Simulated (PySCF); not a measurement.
Species: C5H7BFN.
Bonds: F1–B2, B2–N3, N3–C4 (aromatic), C4–C5 (aromatic), C5–C6 (aromatic), C6–C7 (aromatic), C7–C8 (aromatic), N3–C8 (aromatic). Hydrogens: H9, H10 on B2; H11 on C4; H12 on C5; H13 on C6; H14 on C7; H15 on C8.

Theory: PySCF, PBE0-D3(BJ)/def2-SVP geometry optimisation, gas phase.

**Question.** Give the optimised bond lengths and angles.

**Answer.** 
```csv
bond,length (bohr)
F1–B2,2.634
B2–N3,3.077
"N3–C4, N3–C8",2.527
"C4–C5, C7–C8",2.622
"C5–C6, C6–C7",2.633
"B2–H9, B2–H10",2.325
"C4–H11, C8–H15",2.064
"C5–H12, C7–H14",2.062
C6–H13,2.064
```

Bonds in one row agree within 0.02 bohr and their mean is given. A selection of angles:
```csv
angle,degrees
F1–B2–N3,105.3
B2–N3–C4,120.2
C4–N3–C8,120.3
N3–C4–C5,121.4
C4–C5–C6,119.0
C5–C6–C7,118.9
```

Dihedral angles: F1–B2–N3–C4 4° (synperiplanar). The mirror-image conformer, all signs reversed, is as good.

Of the pairs four or more bonds apart, F1···H11 is among the closest relative to their van der Waals radii: 2.16 Å, 81 % of the sum of Bondi's values. The 6-membered ring N3–C4–C5–C6–C7–C8 has internal angles of 118.8° to 121.7°; it is planar, 0.00 Å rms from its mean plane, widest ring torsion 0°. B2 (four-coordinate boron) is distorted tetrahedral (angles from 103.9° to 114.3°). N3 (nitrogen bonded to B and 2 C) is planar (angles 120.3°, 120.2° and 119.5°, sum 360.0°, 0.00 Å off the plane of its three neighbours).

Point group: near Cs, missed by 0.16 Å at most; the miss may be what the optimiser left on a soft mode. No PBE0-D3(BJ)/def2-SVP frequencies stand behind this structure, so it isn't proved a minimum. The numbers are those of one conformer.
